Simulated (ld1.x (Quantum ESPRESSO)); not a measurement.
**Before and after: TM potential for Pt (Z = 78)**

ld1.x (Quantum ESPRESSO) 7.5 input, shortened:

```
&input
   title='Pt', zed=78., rel=2, dft='PZ', iswitch=3,
   config='[Xe] 4f14 5d10 5f-2 6s0 6p0', rel_dist='average'
 /
 &inputp
   pseudotype=2, tm=.true., lloc=0,
   nlcc=.true.
 /
4
5P  2  1   6.00   0.00  1.35  1.35  0.0
5D  3  2  10.00   0.00  2.05  2.05  0.0
5F  4  3  -2.00  -0.10  2.35  2.35  0.0
6S  1  0   0.00   0.00  2.25  2.25  0.0
 &test
   configts(1)='5p6 5d10 6s0 6p0'
 /
```

Open shells are filled in proportion to 2j + 1 (rel_dist='average').

All-electron outer shells of the reference configuration (LDA (PZ), scalar-relativistic, ld1.x):

```csv
shell,level (eV),outermost node (bohr),outermost maximum (bohr)
5s,-99.83,0.49,0.87
4f,-68.07,–,0.38
5p,-54.03,0.53,0.98
6s,-5.22,1.14,2.44
5d,-4.72,0.57,1.28
6p,-0.64,1.37,3.78
```

Change: wave 5p (bound): rc 1.35 bohr becomes 5p (bound): rc 1.84 bohr.

Cutoffs: the cutoffs (Ry, on a coarse ladder) from which the occupation-weighted sum of valence levels, in a spherical-Bessel basis at the reference potential, stays within 10 and 1 mRy of its value at 400 Ry; they do not see the model core or the augmentation charge, which bear on the density cutoff. Errors are all-electron minus pseudo energies relative to the spin-unpolarised reference configuration.

Q: Predict the effect on cutoff, ghosts and configuration errors.

A: The potential gets softer (100 Ry and 140 Ry → 45 Ry and 70 Ry); the errors of the 7 common tests hardly move; neither file shows a bound ghost at the reference potential, the only one tested. A larger radius leaves more room for a smooth pseudo-wave, so fewer plane waves are needed.

```csv
quantity,base,changed
"cutoff, loose",100 Ry,45 Ry
"cutoff, tight",140 Ry,70 Ry
loose cutoff by channel (10 mRy a level),"p 60 Ry, d 35 Ry","p 30 Ry, d 35 Ry"
bound ghosts,none,none
"error for 5p6 5d9 6s1 6p0, meV [ΔE -0.03 eV]",-35,-35
"error for 5p6 5d9 6s0 6p0, meV [ΔE 9.53 eV]",-22,-22
"error for 5p6 5d8 6s0 6p0, meV [ΔE 29.80 eV]",-125,-123
"error for 5p6 5d8 6s1 6p0, meV [ΔE 11.41 eV]",-125,-123
"error for 5p6 5d9 6s0.5 6p0, meV [ΔE 3.84 eV]",-25,-25
"error for 5p6 5d8 6s2 6p0, meV [ΔE 0.92 eV]",-158,-155
"error for 5p6 5d6 6s0 6p0, meV [ΔE 108.24 eV]",-738,-723
s: phases at 2.55 bohr within 0.05 rad from the reference energy up to (Ry; the scan ends near 5),3.2,3.2
p1/2: phases at 2.55 bohr within 0.05 rad from the reference energy up to (Ry; the scan ends near 5),-1.1,-1.1
p3/2: phases at 2.55 bohr within 0.05 rad from the reference energy up to (Ry; the scan ends near 5),-0.7,-0.7
d3/2: phases at 2.55 bohr within 0.05 rad from the reference energy up to (Ry; the scan ends near 5),1.5,1.5
d5/2: phases at 2.55 bohr within 0.05 rad from the reference energy up to (Ry; the scan ends near 5),1.6,1.6
f5/2: phases at 2.55 bohr within 0.05 rad from the reference energy up to (Ry; the scan ends near 5),2.0,2.1
f7/2: phases at 2.55 bohr within 0.05 rad from the reference energy up to (Ry; the scan ends near 5),5.0,5.0
```

Base: These tests converged, but a pseudo level misses the all-electron one widely, so the file describes the atom poorly there or has found another state: 5p6 5d8 6s0 6p0: empty 6p by 2.1 eV; 5p6 5d6 6s0 6p0: empty 6p by 4.2 eV. Changed file: These tests converged, but a pseudo level misses the all-electron one widely, so the file describes the atom poorly there or has found another state: 5p6 5d8 6s0 6p0: empty 6p by 2.1 eV; 5p6 5d6 6s0 6p0: empty 6p by 4.2 eV.
